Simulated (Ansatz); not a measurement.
Geometry optimisation, RKS B3LYP-D4/def2-SVP (Ansatz).

The input (input.yaml):

```yaml
crystal:
  periodic: [false, false, false]
  atoms:
    - { symbol: Al, position_ang: [-0.970239, -1.448117, -0.716196] }
    - { symbol: H, position_ang: [-1.353029, -0.128141, -0.03257] }
    - { symbol: F, position_ang: [-0.143125, -1.432008, -2.155719] }
    - { symbol: F, position_ang: [-1.379028, -2.924971, -0.077275] }
    - { symbol: H, position_ang: [-0.296781, 1.221404, 0.863712] }
    - { symbol: As, position_ang: [1.186702, 0.986968, 1.049296] }
    - { symbol: H, position_ang: [1.465152, 1.305395, -0.427607] }
    - { symbol: H, position_ang: [1.490349, 2.419469, 1.496359] }
basis:
  gaussian: { orbitals: def2-SVP }
hamiltonian:
  xc: b3lyp
  dispersion: d4
relax:
  f_tol: 0.03
  max_steps: 50
```

Launched with:

```bash
$ ansatz run input.yaml --threads 2 --pin off --max-ram 3072MiB --backend cpu --events-out ev --progress --plain --runs-dir out
```

**Question.** Where does it end, and by what steps?

**Answer.** The run converged. The force dipped under the threshold on the way, but the program's further checks kept it going. After 28 steps the energy has fallen by 0.666 eV; H8 moved furthest, 1.97 Å. Joined: Al1–As6 (3.70 → 2.68 Å).

```csv
step,energy less start (eV),largest force component (eV/Å),accepted
0,0.0000,0.429,yes
1,-0.0777,0.417,yes
2,-0.0644,0.540,no
3,-0.0952,0.323,yes
4,-0.1122,0.265,yes
5,-0.1269,0.260,yes
6,-0.1611,0.127,yes
7,-0.1758,0.539,yes
8,-0.2048,0.927,yes
9,-0.2913,0.377,yes
10,-0.3578,0.295,yes
11,-0.4400,0.261,yes
12,-0.5174,0.431,yes
13,-0.5714,0.271,yes
14,-0.5967,0.236,yes
15,-0.6250,0.297,yes
16,-0.6352,0.290,yes
17,-0.6450,0.218,yes
18,-0.6537,0.063,yes
19,-0.6585,0.012,yes
20,-0.6532,0.283,no
21,-0.6609,0.092,yes
22,-0.6599,0.176,no
23,-0.6632,0.068,yes
24,-0.6643,0.084,yes
25,-0.6649,0.093,yes
26,-0.6653,0.089,yes
27,-0.6656,0.065,yes
28,-0.6659,0.002,yes
```

```xyz
8
Properties=species:S:1:pos:R:3
Al -0.830 -1.161 -0.583
H -2.189 -0.555 -1.089
F 0.363 -1.555 -1.691
F -0.791 -2.009 0.861
H 0.026 1.733 1.572
As 0.540 0.915 0.407
H 0.990 2.068 -0.465
H 1.891 0.563 0.989
```

Whether the end is a true minimum wasn't checked by a vibrational analysis.

The run took 55 s on 2 threads of Intel(R) Xeon(R) Platinum 8488C (Sapphire Rapids), with other jobs on the host, peak memory 0.23 GiB.
